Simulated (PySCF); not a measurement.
NICS in one family of compounds.

Probes without a nucleus sit at each ring's centroid and 1 Å off its mean plane on both sides; NICS is minus the shielding there, NICSzz its component along the normal. Level: GIAO PBE0/pcSseg-1 (PySCF, non-relativistic, gas phase) on the GFN2-xTB geometries, one conformer each. Atom numbers follow the mapped SMILES.

Question: Order these rings by mean NICS(1)zz, lowest (most negative) first (ppm).
A. ring C3–N4–N5–C6–C9 in `[CH2:1]=[CH:2][c:3]1[nH:4][n:5][c:6]([S:7][SiH3:8])[c:9]1[CH3:10]`
B. ring C3–C4–C5–N8–N9 in `[CH2:1]=[CH:2][c:3]1[cH:4][c:5]([S:6][SiH3:7])[n:8][n:9]1[CH3:10]`
C. ring C3–C4–C5–N9–N10 in `[CH2:1]=[CH:2][c:3]1[cH:4][c:5]([CH2:6][S:7][SiH3:8])[n:9][nH:10]1`
D. ring C3–C4–C5–N9–N10 in `[CH2:1]=[CH:2][c:3]1[cH:4][c:5]([SiH2:6][S:7][SiH3:8])[n:9][nH:10]1`
E. ring C3–N4–N5–C6–C9 in `[CH2:1]=[CH:2][c:3]1[nH:4][n:5][c:6]([S:7][SiH3:8])[c:9]1[SH:10]`

Answer: D (-29.5), C (-27.3), A (-25.6), B (-24.1), E (-23.1).

| SMILES | ring | NICS(0) | NICS(1) | NICS(1)zz | HOMA | rms pucker (Å) | ring atoms with four or more neighbours |
| --- | --- | --- | --- | --- | --- | --- | --- |
| C=Cc1cc([SiH2]S[SiH3])n[nH]1 | 5-membered ring with 2 N; formal bonds all aromatic | -12.1 | -11.6 | -29.5 | 0.97 | 0.00 | 0 |
| C=Cc1cc(CS[SiH3])n[nH]1 | 5-membered ring with 2 N; formal bonds all aromatic | -12.0 | -10.9 | -27.3 | 0.97 | 0.00 | 0 |
| C=Cc1[nH]nc(S[SiH3])c1C | 5-membered ring with 2 N; formal bonds all aromatic | -12.1 | -10.9 | -25.6 | 0.95 | 0.00 | 0 |
| C=Cc1cc(S[SiH3])nn1C | 5-membered ring with 2 N; formal bonds all aromatic | -11.3 | -10.4 | -24.1 | 0.96 | 0.00 | 0 |
| C=Cc1[nH]nc(S[SiH3])c1S | 5-membered ring with 2 N; formal bonds all aromatic | -11.3 | -10.1 | -23.1 | 0.94 | 0.00 | 0 |

NICS(0) gives another order. The isotropic NICS(1) ties some rings at the printed digit and otherwise keeps the order. HOMA uses Krygowski's 1993 parameters. NICS(1) and NICS(1)zz are means over the two faces.
